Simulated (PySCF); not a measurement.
Mapped SMILES: `[BH2:1][B:2]([CH3:3])[S:4][CH3:5]`. Each H is labelled by its parent atom.

Geometry: PBE0-D3(BJ)/def2-SVP; GIAO shifts from PySCF, gas phase, non-relativistic, averaged over equivalent atoms.

At PBE0/def2-SVP (114 basis functions, 8.8 s wall time on 1 thread of an Arm Neoverse V1, shared host):
| atoms | δ (ppm) |
| --- | --- |
| B1 | 104.7 |
| B2 | 80.4 |
| C5 | 14.1 |
| C3 | 7.8 |
| S4 | 86.2 |
| H(B1) | 10.24 |
| H(C5) | 1.70 |
| H(C3) | 0.93 |

References, each an isolated molecule treated in the same way: BF3·OEt2 for $^{11}$B (σref 110.67); TMS for $^{13}$C (σref 193.72), $^{1}$H (σref 31.34); $^{33}$S (σref 567.50) vs CS2.

Problem. Estimate the result of repeating the calculation with PBE0/pcSseg-2.

Solution. 
```csv
atoms,δ at PBE0/pcSseg-2,change
B1,114.5,+9.8
B2,87.8,+7.4
C5,15.4,+1.3
C3,8.5,+0.7
S4,91.8,+5.6
H(B1),10.02,-0.22
H(C5),1.97,+0.27
H(C3),0.98,+0.05
```

Scale: $^{11}$B (σref 99.07) against BF3·OEt2; $^{13}$C (σref 184.13) and $^{1}$H (σref 31.25) vs TMS; $^{33}$S (σref 502.94) vs CS2 (reference shieldings calculated alike).

The largest change is at B1 (boron bonded to B, 2 H). Cost: 299 basis functions, 41 s wall time on 1 thread of an Arm Neoverse V1, shared host.

A carbon bonded to boron is broadened by the quadrupolar boron nucleus and is often missing from a measured spectrum.
